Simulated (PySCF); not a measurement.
# Dipole moment and polarisability of `O=C1CO[C@@H]1C(F)(F)F`

Species: C₄H₃F₃O₂.
Cartesian coordinates in Å at the GFN2-xTB level; atoms count from 1:
```
atom  x, y, z in Å
O1     0.6730    0.8563    1.9761
C2     0.7042    0.3163    0.9215
C3     1.6342    0.2237   -0.2627
O4     0.7376   -0.6991   -0.8990
C5    -0.2214   -0.6323    0.1496
C6    -1.5420   -0.0029   -0.3014
F7    -1.3539    1.1875   -0.8786
F8    -2.1908   -0.7688   -1.1814
F9    -2.3636    0.1837    0.7369
H10    2.6159   -0.2142   -0.0669
H11    1.7465    1.1522   -0.8295
H12   -0.4385   -1.6030    0.6093
```

Level: CAM-B3LYP/def2-SVPD (PySCF), static field, nuclei fixed, core orbitals frozen in the response. The polarisability tensor in these axes (au):

```
x   58.35  3.77 -0.59
y    3.77 48.21  3.84
z   -0.59  3.84 54.62
```

Problem. Diagonalise the tensor; give its mean and Δα, where Δα² is half the sum of the squared differences of the eigenvalues.

Solution. Principal values 45.37, 56.11 and 59.70 au; mean 53.73 au = 7.96 Å³ = 8.86 × 10⁻⁴⁰ C²·m²/J; Δα = 12.91 au (24 % of the mean).

Problem. What is the dipole moment, and where does it point?

Solution. (2.18, -0.95, -0.30) D, 2.40 D in size, pointing from the negative to the positive side. Measured along this direction, the outermost atoms are F9 at the negative end and H10 at the positive end.

Problem. Refractivity n − 1 of an ideal gas of it at 400 K and 1 atm, from the electronic α?

Solution. N = p/kT = 1.8347 × 10¹⁹ cm⁻³, so n − 1 = 2π × N × 7.96 × 10⁻²⁴ cm³ = 918 × 10⁻⁶ at long wavelengths.

Problem. Sum over states: ᾱ = Σ f/ω², ω in Eh. What share falls to these 8 lowest TDDFT singlets (eV, f)? 4.39, 0.0000; 6.16, 0.0066; 7.64, 0.0003; 7.75, 0.0040; 7.86, 0.0004; 8.02, 0.0441; 8.43, 0.0262; 8.90, 0.0238.

Solution. They add up to 1.19 au, 2.2 % of the 53.73 au; the largest single term is 0.51 au, from the state at 8.02 eV. Terms in order: 0.00, 0.13, 0.00, 0.05, 0.00, 0.51, 0.27, 0.22 au. Higher excitations give the rest. The strengths listed sum to 0.105.

Problem. Find the Langevin capture rate constant for O2+ (31.990 u) meeting this molecule (140.009 u), k = 2.342 × 10⁻⁹ cm³/s × √(α in Å³ / reduced mass in u).

Solution. The reduced mass is 26.04 u, so k = 1.29 × 10⁻⁹ cm³/s. The formula leaves out the permanent dipole, which adds to the capture rate.

Problem. Directions of the eigenvectors, and the extent of the frame along each?

Solution. Largest value along (0.92, 0.36, 0.16), where the nuclei span 4.80 Å; middle along (-0.28, 0.31, 0.91), 3.11 Å; least along (-0.27, 0.88, -0.38), 3.28 Å. The strongest response lies along the longest span, while the other two are in reverse order.

Geometry: GFN2-xTB; no solvent, vibrations or thermal averaging.
